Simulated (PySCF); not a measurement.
## Ionisation energy of Br²⁺ by level of theory

Br²⁺ [Ar] 3d10 4s2 4p3 (4S) → Br³⁺ [Ar] 3d10 4s2 4p2 (3P), as a difference of total energies. Calculation: PySCF 2.14, in aug-cc-pVDZ-DK (6s5p3d, 36 functions); the spin-free X2C one-electron Hamiltonian (Gaussian nucleus). Correlated levels: valence: [Ar] 3d10 frozen. The calculations carry no spin-orbit coupling.

```tsv
method	ionisation energy (eV)
UHF	34.624
MP2 (valence)	34.969
SCS-MP2 (valence)	34.847
CCSD (valence)	34.920
CCSD(T) (valence)	34.924
CCSDT (valence)	34.923
```

A first-order spin-orbit estimate (lowest level to lowest level, LS coupling) adds -0.413 eV.

Errors of the correlated levels include the incompleteness of this basis and the frozen core.

Q: Which method comes closest to the reference value, and which is furthest?

A: The reference is 34.871 ± 0.019 eV (measured; NIST Atomic Spectra Database, ionization energies). Closest: MP2 (valence) (error -0.315 eV); furthest: UHF (error -0.661 eV), both after the spin-orbit estimate.
